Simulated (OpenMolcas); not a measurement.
Ag2+ with 6 ligands (bromide) in octahedral coordination (Oh). A charge of +0.667 e stands 2.4 Å behind each ligand. Ligand basis ANO-RCC-VDZP.

```
Program             : OpenMolcas
Method              : CASSCF
Basis               : ANO-RCC-VTZP [7s6p4d2f1g]
Scalar Hamiltonian  : DKH2, point nucleus
Active space        : 9 electrons in 5 orbitals (4d)
State averaging     : 2S+1 = 2 even, 5 roots
Spin-orbit coupling : state interaction with AMFI integrals over the reference wave functions
```

All ligands move together. At R = 2.8 Å |10Dq| is 5996 cm-1, and at R = 2.85 Å it is 5343 cm-1.

Problem. A third run gives 3929 cm-1. What distance was it run at?

Solution. With a power law R^-n the two known points give n = -ln(5343 / 5996) / ln(2.85 / 2.8) = 6.51. Then R = 2.8 × (5996 / 3929)^(1/6.51) = 2.988 Å. The run was at 2.99 Å, so the estimate is off by -0.002 Å.

An orbital doublet at a regular site is open to a Jahn-Teller distortion, which this geometry leaves out. With metal d orbitals alone the field can be off either way by tens of per cent. Ligand-to-metal charge-transfer states are missing. No measured value stands beside these numbers; the geometry was imposed, not optimised, and the real ion may take another.
